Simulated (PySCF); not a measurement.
2-methylbut-2-ene (C5H10), SMILES CC=C(C)C. Atoms are numbered in the order given.

```xyz
15

C     -0.0788     2.1101     0.0000
C     -0.6770     0.7347     0.0000
C     -0.0422    -0.4507     0.0000
C      1.4548    -0.6206     0.0000
C     -0.8163    -1.7446     0.0000
H     -0.4101     2.6845     0.8833
H      1.0201     2.1043     0.0000
H     -0.4101     2.6845    -0.8833
H     -1.7743     0.7095     0.0000
H      1.7796    -1.1985     0.8835
H      1.7796    -1.1985    -0.8835
H      2.0020     0.3311     0.0000
H     -1.9032    -1.5755     0.0000
H     -0.5637    -2.3575     0.8839
H     -0.5637    -2.3575    -0.8839
```

The structure is a stationary point at B3LYP-D3(BJ)/def2-SVP.

These are TDDFT-PBE/def2-SVPD in PySCF 2.14.0 values and carry that method's errors.

Vertical excitations. The molecule is in vacuum. State labels are in the subgroup Cs.

Computed excitation energies, oscillator strengths and character:
```csv
state,symmetry,energy (eV),λ (nm),f,main pairs
S1,A",5.62,220,0.002,HOMO→LUMO+1 100 %
S2,A",6.26,198,0.000,HOMO→LUMO+2 100 %
S3,A",6.53,190,0.005,HOMO→LUMO+3 100 %
S4,A',6.72,185,0.461,HOMO→LUMO 90 %
S5,A",7.20,172,0.005,HOMO→LUMO+4 100 %
S6,A",7.36,168,0.001,HOMO→LUMO+5 100 %
S7,A",7.68,161,0.000,HOMO−1→LUMO 98 %
S8,A',7.97,156,0.035,"HOMO−1→LUMO+1 81 %, HOMO→LUMO+7 19 %"
S9,A',7.97,155,0.028,"HOMO→LUMO+7 65 %, HOMO→LUMO+6 20 %, HOMO−1→LUMO+1 14 %"
S10,A",8.02,155,0.032,HOMO→LUMO+8 99 %
T1,A',4.29,289,0,HOMO→LUMO 98 %
T2,A",5.54,224,0,HOMO→LUMO+1 100 %
T3,A",6.19,200,0,HOMO→LUMO+2 100 %
T4,A",6.46,192,0,HOMO→LUMO+3 99 %
```
Triplets are in the Tamm–Dancoff approximation, which puts them higher than full response would, so one can lie above its singlet here.
